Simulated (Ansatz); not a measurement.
Coupled-cluster diagnostics for the cluster CdCl₂, Ansatz.

Geometry of the singlet (r2SCAN-D4/def2-TZVP):

Cartesian coordinates in Å:
```
Cd -0.3460 2.3186 -0.6251
Cl 0.0171 -0.1147 0.0310
Cl 0.3289 -2.2039 0.5941
```

In the def2 sets Cd takes a core potential; there is no spin–orbit coupling. Correlated methods freeze 10 core orbitals; core or outer-core shells of Cd are correlated, in sets that lack core-valence functions. In the singlet, Cl2 and Cl3 lie 2.19 Å apart (atoms count from 1), so these atoms are partly bonded to each other. Another isomer (singlet) lies 3.05 eV lower at PBE0-D4/def2-TZVP; other spin states weren't run for this one.

Estimate the CCSD(T) correlation energy, the shares of MP2 and (T), T1 and the reference's ⟨S²⟩ for: charge 0, singlet, own geometry in def2-TZVPP; and the rough time on 4 threads of Arm Neoverse V2 on a shared host.


```tsv
state	basis	correlation (eV)	MP2 share (%)	(T) share (%)	T1	⟨S²⟩ (pure)	wall time	remarks
charge 0, singlet, own geometry	def2-TZVPP	-31.333	97.2	3.8	0.013	0.00 (0.00)	6.5 s	restricted SCF unstable
```
Customary marks for T1 are 0.02 (closed shells), 0.045 (open shells) and about 0.05 (3d metals). T1 stays under 0.02 throughout.
